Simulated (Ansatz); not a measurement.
C2H5FO2Si (`O[Si@@H]1C[C@@H](F)O1`), relaxed with RKS PBE0-D4/def2-TZVP in Ansatz 0.2.0 from a PBE-D4/def2-SVP geometry. The force threshold is 0.005 eV/Å; the program also tests the step.

Charge 0, multiplicity 1.

Start:

```xyz
11

O     0.999    0.318    2.189
Si    0.497    0.737    0.657
C    -1.023   -0.065   -0.138
C     0.010   -0.548   -1.186
F    -0.165    0.112   -2.387
O     1.248   -0.165   -0.603
H     1.021   -0.635    2.389
H     0.699    2.215    0.620
H    -1.477   -0.892    0.443
H    -1.824    0.562   -0.572
H     0.015   -1.640   -1.413
```

Problem. How much energy does the relaxation release, and in how many steps? (Best estimate.)

Solution. Computed: 1.98 kcal/mol, in 7 steps.

Problem. Which bonds change most? (An estimate is asked.)

Solution. Ansatz gave: Si2–O6 from 1.722 to 1.678 Å; O1–Si2 from 1.666 to 1.629 Å; Si2–C3 from 1.893 to 1.870 Å.

Problem. Give the relaxed structure. (An estimate is asked.)

Solution. Computed: 
```xyz
11

O     0.982    0.292    2.141
Si    0.492    0.725    0.649
C    -1.018   -0.056   -0.131
C     0.010   -0.545   -1.164
F    -0.169    0.082   -2.370
O     1.229   -0.125   -0.597
H     1.024   -0.640    2.361
H     0.685    2.188    0.619
H    -1.478   -0.870    0.429
H    -1.794    0.570   -0.568
H     0.036   -1.619   -1.368
```
